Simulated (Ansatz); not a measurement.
In₅P₄H₁₆⁻, a cluster cut from zinc blende InP (hydrogen-capped), relaxed as a singlet with RKS PBE-D4/def2-SVP in Ansatz, starting from the GFN2-xTB geometry. Force threshold 0.03 eV/Å.

In the def2 sets In takes a core potential; there is no spin–orbit coupling.

Start:

```
atom    x (Å)    y (Å)    z (Å)
 In1  -0.3085  -2.2843  -2.4182
 In2  -1.8407  -2.1908   1.7221
 In3   2.2215  -0.8596   0.8416
 In4   1.3112   2.3956  -1.9263
 In5  -0.2169   2.4868   2.2156
  P6   0.1480  -2.2248   0.1033
  P7   0.0987   0.2634  -2.8408
  P8  -1.7642   0.3769   2.2130
  P9   1.4790   1.5998   0.5075
 H10  -1.9747  -2.4832  -2.7606
 H11   0.8513  -3.2686  -3.1951
 H12  -3.3375  -2.3909   0.9134
 H13  -1.4893  -3.1399   3.0985
 H14   3.4747  -1.1730  -0.2739
 H15   2.4372  -1.1096   2.5168
 H16   2.8755   2.6018  -2.5856
 H17   0.1374   3.6293  -2.1142
 H18   0.5501   2.7483   3.7214
 H19  -1.2076   3.7108   1.5405
 H20   0.6405  -3.5049   0.3133
 H21  -0.4867   0.5896  -4.0592
 H22  -1.0584   0.5835  -2.1297
 H23  -2.9882   0.7445   2.7610
 H24  -2.1890   0.6552   0.9139
 H25   2.6367   2.2442   0.9215
```

(1) Estimate the energy that the relaxation releases and the steps that it takes.

(2) Does the start keep its bonding and symmetry?

(3) Predict the relaxed structure.

## Answers

(1) 52.4 kJ/mol, in 10 steps; 38 s on 2 threads of AMD EPYC 7R13 on a shared host and a share (18 GiB) of an NVIDIA H100 80GB HBM3. The force fell under the threshold at step 8, but the optimiser went on and released 0.003 eV more. No frequencies were taken in this run, so the end may be a saddle point.

(2) By distances, no bond broke or formed. The bond that changes most is In3–H14, from 1.71 to 1.76 Å (atoms count from 1). Point group C2v at the start, C2v at the end, both within 0.05 Å.

(3) 
```xyz
25

In   -0.2456   -2.2112   -2.3586
In   -1.7519   -2.1192    1.7169
In    2.4767   -0.9559    0.9367
In    1.3097    2.2883   -1.8857
In   -0.1926    2.3820    2.1904
P     0.3257   -2.2483    0.1705
P    -0.4647    0.4284   -2.5539
P    -2.0034    0.5234    1.6233
P     1.6227    1.4966    0.5638
H    -1.8434   -2.8561   -2.6804
H     1.1476   -2.6140   -3.3394
H    -3.1856   -2.7698    0.9464
H    -1.3378   -2.4661    3.3822
H     3.7541   -1.2766   -0.2243
H     2.6852   -1.2092    2.6615
H     2.7175    1.9274   -2.8617
H     0.4659    3.8220   -1.9792
H     0.2403    2.0827    3.8601
H    -0.8738    3.9047    1.6517
H     0.7132   -3.6197    0.3453
H    -0.9032    0.7201   -3.8893
H    -1.6948    0.7884   -1.9125
H    -3.1973    0.8604    2.3463
H    -2.5221    0.8420    0.3254
H     2.7575    2.2798    0.9644
```
Bond lengths (bridged metal pairs left out): 10 × In–P 2.59 to 2.66 Å; 10 × H–In 1.75 to 1.76 Å; 6 × H–P 1.43 to 1.44 Å.
